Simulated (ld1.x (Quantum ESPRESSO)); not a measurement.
Reading a pseudo-wave (Mn (Z = 25))

Columns: radius, all-electron u(r) and pseudo u(r) of the 4p shell (level -2.24 eV) of manganese in the configuration [Ar] 3d5 4s1 4p1; LDA (PZ), scalar-relativistic, TM scheme, ld1.x (Quantum ESPRESSO) 7.5.

```tsv
r (bohr)	all-electron	pseudo
0.143	0.1159	0.0021
0.285	0.0213	0.0084
0.428	-0.1156	0.0190
0.570	-0.1878	0.0338
0.713	-0.1920	0.0529
0.855	-0.1506	0.0762
0.998	-0.0843	0.1037
1.140	-0.0089	0.1351
1.283	0.0682	0.1703
1.425	0.1408	0.2081
1.568	0.2077	0.2482
1.710	0.2667	0.2888
1.853	0.3186	0.3290
1.995	0.3627	0.3668
2.138	0.4001	0.4012
2.280	0.4308	0.4310
2.423	0.4559	0.4559
2.565	0.4756	0.4756
2.708	0.4906	0.4906
2.850	0.5013	0.5013
2.992	0.5083	0.5083
3.135	0.5121	0.5121
3.278	0.5129	0.5129
3.420	0.5112	0.5112
3.563	0.5074	0.5074
3.705	0.5017	0.5017
```

**Question.** How many radial nodes do the two functions have?

**Answer.** The all-electron 4p function has n − l − 1 = 2; the pseudo-wave has 0, since the states of the same l below it are removed with the core.

**Question.** At about which radius was the pseudo-wave matched?

**Answer.** 2.85 bohr. The columns agree to 0.0005 from 2.28 bohr on; several derivatives are matched, so the curves merge somewhat inside the radius.

**Question.** Is the pseudo-wave norm-conserving?

**Answer.** Yes: the TM scheme keeps the norm inside the radius equal to the all-electron one, which fixes the energy derivative of the logarithmic derivative at the level.
